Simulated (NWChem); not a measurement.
All runs are NWChem calculations. System: H3BS, charge 0, spin multiplicity 1, at a geometry optimised with PBE/def2-SVP. The structure started from a generated list of species. Level: PBE0/def2-TZVPD.

Input file:

```
start mol
memory heap 200 mb stack 900 mb global 1100 mb
geometry units angstroms nocenter noautoz
  B      0.802598     0.919403     0.000000
  H      0.366469     2.050711     0.000000
  H      1.988203     0.670954     0.000000
  S     -0.423107    -0.366555     0.000000
  H      0.402052    -1.453794     0.000000
  symmetry group Cs
end
basis spherical
  * library def2-tzvpd
end
dft
  xc pbe0
  semidirect memsize 60000000 filesize 0
  iterations 100
end
task dft energy
```

Output (cleaned and shortened):

```
             Northwest Computational Chemistry Package (NWChem) 7.3.0
             --------------------------------------------------------

                                NWChem Input Module
                                -------------------

 Scaling coordinates for geometry "geometry" by  1.889725989
 (inverse scale =  0.529177249)

 Turning off AUTOSYM since
 SYMMETRY directive was detected!

                             Geometry "geometry" -> ""
                             -------------------------

 Output coordinates in angstroms (scale by  1.889725989 to convert to a.u.)

  No.       Tag          Charge          X              Y              Z
 ---- ---------------- ---------- -------------- -------------- --------------
    1 B                    5.0000     0.80259800     0.91940300     0.00000000
    2 H                    1.0000     0.36646900     2.05071100     0.00000000
    3 H                    1.0000     1.98820300     0.67095400     0.00000000
    4 S                   16.0000    -0.42310700    -0.36655500     0.00000000
    5 H                    1.0000     0.40205200    -1.45379400     0.00000000

 Effective nuclear repulsion energy (a.u.)      42.6528598445

            Nuclear Dipole moment (a.u.)
            ----------------------------
        X                 Y               Z
 ---------------- ---------------- ----------------
     0.0000037795     0.0000113384     0.0000000000

      Symmetry information
      --------------------

 Group name             Cs
 Group number              2
 Group order               2
 No. of unique centers     5

      Symmetry unique atoms

     1    2    3    4    5


 Summary of "ao basis" -> "" (spherical)
 ------------------------------------------------------------------------------
       Tag                 Description            Shells   Functions and Types
 ---------------- ------------------------------  ------  ---------------------
 *                         def2-tzvpd                 on all atoms

                                 NWChem DFT Module
                                 -----------------

 Summary of "ao basis" -> "ao basis" (spherical)
 ------------------------------------------------------------------------------
       Tag                 Description            Shells   Functions and Types
 ---------------- ------------------------------  ------  ---------------------
 B                         def2-tzvpd               13       37   6s3p3d1f
 H                         def2-tzvpd                5        9   3s2p
 S                         def2-tzvpd               16       46   6s6p3d1f

 Summary of "ao basis" -> "ao basis" (spherical)
 ------------------------------------------------------------------------------
       Tag                 Description            Shells   Functions and Types
 ---------------- ------------------------------  ------  ---------------------
 B                         def2-tzvpd               13       37   6s3p3d1f
 H                         def2-tzvpd                5        9   3s2p
 S                         def2-tzvpd               16       46   6s6p3d1f

      Symmetry analysis of basis
      --------------------------

        a'         77
        a"         33

            General Information
            -------------------
          SCF calculation type: DFT
          Wavefunction type:  closed shell.
          No. of atoms     :     5
          No. of electrons :    24
           Alpha electrons :    12
            Beta electrons :    12
[...]
 d= 0,ls=0.0,diis     1   -424.6625490070 -4.67D+02  3.52D-02  4.50D-01     3.0
 d= 0,ls=0.0,diis     2   -424.6838541277 -2.13D-02  2.34D-03  6.24D-02     3.5
 d= 0,ls=0.0,diis     3   -424.6873108185 -3.46D-03  1.05D-03  4.06D-02     3.9
 d= 0,ls=0.0,diis     4   -424.6935953896 -6.28D-03  1.69D-04  8.50D-04     4.4
 d= 0,ls=0.0,diis     5   -424.6937189455 -1.24D-04  2.66D-05  1.79D-05     4.8
  Resetting Diis
 d= 0,ls=0.0,diis     6   -424.6937213814 -2.44D-06  9.14D-06  1.88D-06     5.3
 d= 0,ls=0.0,diis     7   -424.6937216745 -2.93D-07  3.41D-06  1.13D-07     5.7

         Total DFT energy =     -424.693721674470
      One electron energy =     -669.305193072820
           Coulomb energy =      232.606290966198
    Exchange-Corr. energy =      -30.647679412394
 Nuclear repulsion energy =       42.652859844547

 Numeric. integr. density =       23.999998339044

     Total iterative time =      5.0s

                  Occupations of the irreducible representations
                  ----------------------------------------------

                     irrep           alpha         beta
                     --------     --------     --------
                     a'               10.0         10.0
                     a"                2.0          2.0

                       DFT Final Molecular Orbital Analysis
                       ------------------------------------

 Vector   10  Occ=2.000000D+00  E=-3.691800D-01  Symmetry=a'
              MO Center=  3.1D-01,  8.6D-01, -1.9D-16, r^2= 2.4D+00
   Bfn.  Coefficient  Atom+Function         Bfn.  Coefficient  Atom+Function
  ----- ------------  ---------------      ----- ------------  ---------------
     8      0.292924  1 B  py                39      0.235208  2 H  s
    71     -0.211927  4 S  px                72     -0.212300  4 S  py
    11      0.185602  1 B  py                38      0.151795  2 H  s
    40      0.138650  2 H  s                 74     -0.111740  4 S  px
    75     -0.109097  4 S  py                69     -0.100384  4 S  py

 Vector   11  Occ=2.000000D+00  E=-3.380264D-01  Symmetry=a'
              MO Center=  3.1D-01,  1.8D-01,  4.0D-16, r^2= 2.9D+00
   Bfn.  Coefficient  Atom+Function         Bfn.  Coefficient  Atom+Function
  ----- ------------  ---------------      ----- ------------  ---------------
    71      0.350213  4 S  px                 7     -0.233492  1 B  px
    48     -0.204128  3 H  s                 74      0.192769  4 S  px
    60     -0.186256  4 S  s                 59     -0.168770  4 S  s
    68      0.160837  4 S  px                10     -0.155698  1 B  px
    62     -0.133611  4 S  px               103      0.132220  5 H  s

 Vector   12  Occ=2.000000D+00  E=-3.113524D-01  Symmetry=a"
              MO Center= -2.1D-01, -1.9D-01,  3.8D-16, r^2= 1.7D+00
   Bfn.  Coefficient  Atom+Function         Bfn.  Coefficient  Atom+Function
  ----- ------------  ---------------      ----- ------------  ---------------
    73      0.494348  4 S  pz                76      0.299024  4 S  pz
    70      0.214945  4 S  pz                64     -0.181881  4 S  pz
     9      0.137312  1 B  pz                12      0.124888  1 B  pz
    67     -0.083117  4 S  pz                88     -0.026573  4 S  d  1

 Vector   13  Occ=0.000000D+00  E=-5.083233D-02  Symmetry=a"
              MO Center=  6.0D-01,  6.9D-01,  1.7D-14, r^2= 3.1D+00
   Bfn.  Coefficient  Atom+Function         Bfn.  Coefficient  Atom+Function
  ----- ------------  ---------------      ----- ------------  ---------------
    12      0.371807  1 B  pz                 9      0.352828  1 B  pz
    15      0.288836  1 B  pz                73     -0.238854  4 S  pz
    76     -0.224995  4 S  pz                70     -0.101563  4 S  pz
    64      0.081131  4 S  pz                91      0.071634  4 S  d -1
    93     -0.063571  4 S  d  1              86      0.061088  4 S  d -1

 Vector   14  Occ=0.000000D+00  E=-6.098463D-03  Symmetry=a'
              MO Center=  4.8D-01, -1.0D+00, -2.5D-14, r^2= 8.1D+00
   Bfn.  Coefficient  Atom+Function         Bfn.  Coefficient  Atom+Function
  ----- ------------  ---------------      ----- ------------  ---------------
     6      1.847909  1 B  s                 61     -0.816268  4 S  s
     5     -0.761368  1 B  s                 13     -0.576210  1 B  px
    78     -0.556470  4 S  py                49      0.415703  3 H  s
     4     -0.359696  1 B  s                 14     -0.341736  1 B  py
    40      0.276191  2 H  s                 72      0.245003  4 S  py

 Vector   15  Occ=0.000000D+00  E= 2.670399D-02  Symmetry=a'
              MO Center= -5.1D-01, -6.4D-01, -5.7D-15, r^2= 1.4D+01
   Bfn.  Coefficient  Atom+Function         Bfn.  Coefficient  Atom+Function
  ----- ------------  ---------------      ----- ------------  ---------------
     5      2.302044  1 B  s                 78     -1.156210  4 S  py
     4      0.754304  1 B  s                  6     -0.698676  1 B  s
    77     -0.658990  4 S  px                75     -0.577438  4 S  py
    40     -0.514781  2 H  s                 61     -0.476941  4 S  s
   104     -0.428240  5 H  s                 60     -0.302478  4 S  s

 center of mass
 --------------
 x =  -0.07859038 y =  -0.01313375 z =   0.00000000

 moments of inertia (a.u.)
 ------------------
          72.927910420641         -52.073134786996           0.000000000000
         -52.073134786996          60.772358964119           0.000000000000
           0.000000000000           0.000000000000         133.700269384759

     Multipole analysis of the density
     ---------------------------------

     L   x y z        total         alpha         beta         nuclear
     -   - - -        -----         -----         ----         -------
     0   0 0 0     -0.000000    -12.000000    -12.000000     24.000000

     1   1 0 0      0.179901      0.089949      0.089949      0.000004
     1   0 1 0     -0.292912     -0.146462     -0.146462      0.000011
     1   0 0 1     -0.000000     -0.000000     -0.000000      0.000000

     2   2 0 0    -16.176739    -26.540107    -26.540107     36.903474
     2   1 1 0     -0.714225    -14.055788    -14.055788     27.397351
     2   1 0 1      0.000000      0.000000      0.000000      0.000000
     2   0 2 0    -14.625128    -30.784138    -30.784138     46.943149
     2   0 1 1      0.000000      0.000000      0.000000      0.000000
     2   0 0 2    -16.060212     -8.030106     -8.030106      0.000000

 Task  times  cpu:        5.7s     wall:        5.7s

 Total times  cpu:        5.8s     wall:        5.8s
```
